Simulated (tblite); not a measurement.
A geometry optimisation, step by step.

Compound: C8H12N2.
Numbering: `[CH:1]#[C:2][CH2:3][NH:4][N:5]=[C:6]1[CH2:7][CH2:8][CH2:9][CH2:10]1` (hydrogens: H11 on C1; H12, H13 on C3; H14 on N4; H15, H16 on C7; H17, H18 on C8; H19, H20 on C9; H21, H22 on C10)

Computed with GFN2-xTB (tblite), gas phase: L-BFGS steps from a force-field or distance-geometry start until the largest atomic force falls under 0.01 eV/Å. 5 of its 165 geometries are shown.

Step 0: E = -788.8699 eV, largest atomic force 2.573 eV/Å
```
atom  x, y, z in Å  |  force x, y, z in eV/Å
C1      4.835   -0.730   -0.373   -1.115   0.815   0.466
C2      3.935   -0.029    0.037    1.056  -0.649  -0.253
C3      2.866    0.811    0.562   -0.492  -0.323  -0.186
N4      1.575    0.262    0.185   -0.436   0.051  -0.016
N5      0.440    0.914    0.546   -0.744  -1.462  -0.881
C6     -0.698    0.390    0.193    1.997   1.368   0.871
C7     -0.913   -0.883   -0.577   -0.234   0.193   0.521
C8     -2.402   -0.813   -0.862   -0.530  -0.574  -0.478
C9     -2.991   -0.046    0.307   -0.826   0.176   0.232
C10    -1.990    1.065    0.575    0.443  -0.185  -0.249
H11     5.612   -1.342   -0.744   -0.234   0.186   0.101
H12     2.919    1.819    0.137    0.266   0.128   0.052
H13     2.895    0.881    1.660    0.317   0.009  -0.067
H14     1.538   -0.646   -0.279    0.026   0.353   0.211
H15    -0.326   -0.915   -1.489    0.186  -0.162  -0.069
H16    -0.674   -1.736    0.083    0.015   0.114  -0.349
H17    -2.852   -1.808   -0.970    0.039   0.144   0.011
H18    -2.583   -0.273   -1.800    0.058   0.001   0.155
H19    -3.993    0.355    0.092    0.213  -0.202   0.026
H20    -3.070   -0.695    1.189    0.034   0.079  -0.178
H21    -2.148    1.929   -0.088   -0.072  -0.153   0.228
H22    -1.987    1.396    1.614    0.032   0.091  -0.147
```

Step 41: E = -789.0623 eV, largest atomic force 0.052 eV/Å
```
atom  x, y, z in Å  |  force x, y, z in eV/Å
C1      4.841   -0.669   -0.324    0.000   0.014   0.001
C2      3.967    0.042    0.080   -0.012  -0.047   0.018
C3      2.833    0.801    0.566    0.006  -0.012  -0.022
N4      1.623    0.318   -0.078   -0.029   0.024   0.005
N5      0.484    0.903    0.361    0.003   0.025   0.041
C6     -0.649    0.394    0.124   -0.047   0.006  -0.015
C7     -0.960   -0.901   -0.594    0.003  -0.008   0.015
C8     -2.464   -0.828   -0.849    0.020  -0.001   0.017
C9     -2.995   -0.027    0.342    0.006  -0.008  -0.019
C10    -1.930    1.051    0.559   -0.023   0.004  -0.009
H11     5.631   -1.261   -0.680    0.009   0.032   0.010
H12     2.947    1.859    0.304    0.005   0.000   0.051
H13     2.781    0.716    1.665    0.021   0.010  -0.042
H14     1.602   -0.691   -0.211    0.011  -0.015  -0.029
H15    -0.378   -1.004   -1.512   -0.027  -0.008   0.007
H16    -0.718   -1.744    0.062    0.001  -0.039  -0.022
H17    -2.924   -1.813   -0.931   -0.001   0.035  -0.010
H18    -2.650   -0.278   -1.775   -0.012  -0.033   0.031
H19    -3.982    0.392    0.149    0.014  -0.002   0.030
H20    -3.059   -0.672    1.221    0.000   0.018  -0.022
H21    -2.134    1.921   -0.069    0.032   0.005  -0.028
H22    -1.877    1.397    1.590    0.018   0.000  -0.005
```

Step 82: E = -789.0806 eV, largest atomic force 0.050 eV/Å
```
atom  x, y, z in Å  |  force x, y, z in eV/Å
C1      4.989   -0.484   -0.297   -0.001   0.002  -0.008
C2      4.010    0.061    0.122   -0.005  -0.025   0.006
C3      2.801    0.650    0.660    0.015  -0.002   0.001
N4      1.640    0.240   -0.110   -0.003   0.013  -0.009
N5      0.498    0.845    0.283    0.027   0.031   0.029
C6     -0.648    0.384    0.018   -0.002  -0.003  -0.001
C7     -1.024   -0.910   -0.672    0.001  -0.010   0.000
C8     -2.550   -0.851   -0.772   -0.007   0.002   0.000
C9     -2.969    0.034    0.403   -0.012  -0.005  -0.006
C10    -1.891    1.115    0.438    0.002  -0.005  -0.005
H11     5.862   -0.935   -0.666   -0.007   0.016  -0.009
H12     2.853    1.742    0.607    0.014   0.018  -0.012
H13     2.718    0.367    1.725   -0.013  -0.027   0.001
H14     1.600   -0.756   -0.318    0.007  -0.020   0.009
H15    -0.546   -1.004   -1.650    0.006   0.019  -0.010
H16    -0.701   -1.762   -0.064   -0.007  -0.006   0.028
H17    -3.013   -1.837   -0.735    0.015  -0.005  -0.009
H18    -2.839   -0.373   -1.709    0.005  -0.005  -0.004
H19    -3.971    0.441    0.277   -0.013   0.005   0.009
H20    -2.945   -0.545    1.329   -0.002   0.008  -0.001
H21    -2.114    1.905   -0.284   -0.009  -0.008  -0.012
H22    -1.771    1.580    1.415   -0.009   0.007   0.003
```

Step 123: E = -789.0862 eV, largest atomic force 0.022 eV/Å
```
atom  x, y, z in Å  |  force x, y, z in eV/Å
C1      4.965   -0.422   -0.402    0.008  -0.002  -0.006
C2      3.998    0.057    0.115   -0.014   0.015   0.009
C3      2.798    0.577    0.740   -0.002   0.000  -0.007
N4      1.633    0.221   -0.049   -0.002  -0.002  -0.004
N5      0.500    0.861    0.313   -0.004  -0.011   0.004
C6     -0.645    0.408    0.024    0.002  -0.006  -0.006
C7     -1.004   -0.903   -0.645    0.003  -0.006  -0.001
C8     -2.530   -0.865   -0.758    0.014  -0.006  -0.004
C9     -2.966    0.056    0.383   -0.003   0.001  -0.001
C10    -1.901    1.151    0.377    0.004   0.004  -0.001
H11     5.825   -0.817   -0.853    0.011   0.000  -0.002
H12     2.836    1.670    0.783    0.004  -0.002  -0.002
H13     2.739    0.192    1.774    0.004  -0.003   0.001
H14     1.563   -0.772   -0.266    0.002  -0.005   0.003
H15    -0.516   -1.008   -1.617   -0.006  -0.004   0.009
H16    -0.679   -1.739   -0.014    0.001   0.005  -0.005
H17    -2.978   -1.856   -0.689    0.000   0.003  -0.001
H18    -2.818   -0.426   -1.714    0.001   0.003   0.005
H19    -3.974    0.443    0.244   -0.011   0.016  -0.010
H20    -2.933   -0.487    1.329    0.000   0.001   0.009
H21    -2.118    1.888   -0.402   -0.003   0.001   0.006
H22    -1.806    1.679    1.324   -0.009  -0.003   0.002
```

Step 164: E = -789.0897 eV, largest atomic force 0.007 eV/Å
```
atom  x, y, z in Å  |  force x, y, z in eV/Å
C1      4.996   -0.250   -0.513    0.005   0.001  -0.001
C2      4.016    0.112    0.070   -0.007   0.000  -0.001
C3      2.810    0.501    0.775   -0.001   0.002   0.002
N4      1.636    0.115    0.018    0.001   0.000   0.001
N5      0.514    0.793    0.339    0.000  -0.003  -0.001
C6     -0.640    0.359    0.055    0.001   0.002  -0.003
C7     -1.031   -0.965   -0.567   -0.001   0.003  -0.001
C8     -2.544   -0.854   -0.765   -0.001  -0.001   0.002
C9     -2.994    0.122    0.323    0.001   0.001   0.001
C10    -1.875    1.162    0.352    0.000   0.000   0.002
H11     5.866   -0.543   -1.021    0.003  -0.003  -0.002
H12     2.774    1.590    0.881   -0.001   0.001   0.000
H13     2.828    0.055    1.785   -0.001   0.000   0.001
H14     1.557   -0.883   -0.166    0.001   0.001   0.001
H15    -0.502   -1.145   -1.506    0.001  -0.001   0.001
H16    -0.785   -1.782    0.121   -0.002   0.002  -0.003
H17    -3.047   -1.818   -0.694   -0.001  -0.002  -0.001
H18    -2.757   -0.429   -1.747    0.003   0.000   0.001
H19    -3.969    0.560    0.114    0.000  -0.002  -0.001
H20    -3.046   -0.392    1.285   -0.001   0.001   0.000
H21    -2.024    1.904   -0.438    0.002  -0.001   0.002
H22    -1.795    1.693    1.299   -0.001   0.000  -0.001
```

Task: Summarise the path.

Result: The energy falls by 0.2197 eV from step 0 to step 164; nine tenths of that is first reached at step 50. It never rises by more than 0.2 meV. The largest force goes from 2.573 to 0.007 eV/Å. Among the bonds N5=C6 changes most, from 1.302 to 1.265 Å; the atoms move by 0.410 Å rms after alignment.

The cost below is that of the whole relaxation. The run took 1.3 s on an Arm Neoverse V1 with one thread, no GPU, shared host.
